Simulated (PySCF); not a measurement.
Bonds (- single, = double, # triple, : aromatic): F1-C2, C2=C3, C3-O4, O4-Si5, Si5-C6, C6-Si7. C2 carries H8; C3 carries H9; Si5 carries H10, H11; C6 carries H12, H13; Si7 carries H14, H15, H16. Stereochemistry as in F/C=C/O[SiH2]C[SiH3].

Geometry: GFN2-xTB; GIAO shifts from PySCF 2.14, gas phase, non-relativistic, averaged over equivalent atoms.

At wB97X-D/pcSseg-1 (178 basis functions, about 60 core-seconds):
```tsv
atoms	δ (ppm)
F1	-189.2
C2	148.3
C3	142.9
C6	-8.4
O4	61.4
Si5	-17.1
Si7	-75.5
H9	7.15
H8	6.99
H10/H11	5.06
H14/H15/H16	4.04
H12/H13	-0.05
```

Shifts are taken against calculated references (same method and geometry level): CFCl3 for ¹⁹F (181.14 ppm); TMS for ¹³C (187.07 ppm) and ²⁹Si (350.64 ppm) and ¹H (31.83 ppm); ¹⁷O (334.70 ppm) against H2O.

Estimate the result of repeating the calculation with PBE0/pcSseg-1.

Results:


```json
{"atoms": "F1", "δ at PBE0/pcSseg-1": "-192.3", "change": "-3.1"}
{"atoms": "C2", "δ at PBE0/pcSseg-1": "147.7", "change": "-0.6"}
{"atoms": "C3", "δ at PBE0/pcSseg-1": "141.9", "change": "-1.0"}
{"atoms": "C6", "δ at PBE0/pcSseg-1": "-7.9", "change": "+0.5"}
{"atoms": "O4", "δ at PBE0/pcSseg-1": "68.7", "change": "+7.3"}
{"atoms": "Si5", "δ at PBE0/pcSseg-1": "-17.9", "change": "-0.8"}
{"atoms": "Si7", "δ at PBE0/pcSseg-1": "-77.5", "change": "-2.0"}
{"atoms": "H9", "δ at PBE0/pcSseg-1": "7.15", "change": "+0.00"}
{"atoms": "H8", "δ at PBE0/pcSseg-1": "6.99", "change": "+0.00"}
{"atoms": "H10/H11", "δ at PBE0/pcSseg-1": "5.15", "change": "+0.09"}
{"atoms": "H14/H15/H16", "δ at PBE0/pcSseg-1": "4.07", "change": "+0.03"}
{"atoms": "H12/H13", "δ at PBE0/pcSseg-1": "0.02", "change": "+0.07"}
```

References, each an isolated molecule treated in the same way: ¹⁹F (170.95 ppm) vs CFCl3; TMS for ¹³C (186.93 ppm) and ²⁹Si (349.16 ppm) and ¹H (31.72 ppm); ¹⁷O (336.08 ppm) against H2O.

The largest change is at O4 (oxygen bonded to C, Si). Cost: 178 basis functions, roughly 70 core-seconds. The order of the carbon signals is the same at both levels.

Unscaled 19F shifts against computed CFCl3 carry errors that often reach 10 to 50 ppm. Experimental scales use liquid or dissolved standards, which lie at an offset from isolated H2O (liquid H2O: subtract about 36 ppm).
